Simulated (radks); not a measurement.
Bi3+, configuration [Xe] 4f14 5d10 6s1 7d1 (not the ground configuration). All-electron calculation, scalar-relativistic Kohn-Sham, PBEsol, spin-polarised, spherical densities, point nucleus; open shells are filled with parallel spins first (spin-orbit coupling, left out, can overturn this in heavy ions). Program: a radial shooting solver on a logarithmic mesh with Libxc functionals.

Unscreened Slater integrals over Kohn-Sham orbitals (hartree). They are taken over the spin-up orbitals.

integral       value
F0(7d,7d)    0.14171
F2(7d,7d)   0.076517
F4(7d,7d)   0.053722
F0(7d,6s)    0.18680
G2(7d,6s)   0.019882
F0(7d,5d)    0.19445
F2(7d,5d)   0.027819
F4(7d,5d)   0.012193
G0(7d,5d)  0.0058506
G2(7d,5d)  0.0079946
G4(7d,5d)  0.0068371
F0(7d,5p)    0.19742
F2(7d,5p)   0.022889
G1(7d,5p)   0.011125
G3(7d,5p)  0.0082309
F0(6s,6s)    0.46037
F0(6s,5d)    0.53746
G2(6s,5d)    0.11520
F0(6s,5p)    0.56036
G1(6s,5p)   0.047691
F0(5d,5d)    0.74475
F2(5d,5d)    0.39195
F4(5d,5d)    0.26286
F0(5d,5p)    0.82650
F2(5d,5p)    0.42085
G1(5d,5p)    0.51497
G3(5d,5p)    0.32130
F0(5p,5p)    0.94911
F2(5p,5p)    0.51219

Derived for the open shells (J is the average intra-shell exchange parameter used in DFT+U). 7d: Racah B = F2/49 - 5 F4/441 = 0.0009525 hartree, C = 35 F4/441 = 0.004264 hartree, C/B = 4.48, F4/F2 = 0.702, J = (F2 + F4)/14 = 0.009303 hartree.
